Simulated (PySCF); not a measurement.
hydronium (H₃O), SMILES [OH3+], charge +1. The structure is a stationary point at B3LYP-D3(BJ)/def2-TZVPD.

Computed equilibrium geometry at B3LYP-D3(BJ)/def2-TZVPD (PySCF confirms it by a frequency run) as bond lengths and angles, and its point group:
point group C3v.
Atoms: O1 H2 H3 H4. Bond lengths (Å): O1–H2 0.982, O1–H3 0.982, O1–H4 0.982. Bond angles (°): H2–O1–H3 112.6, H2–O1–H4 112.6, H3–O1–H4 112.6.
Charge +1, spin multiplicity 1.
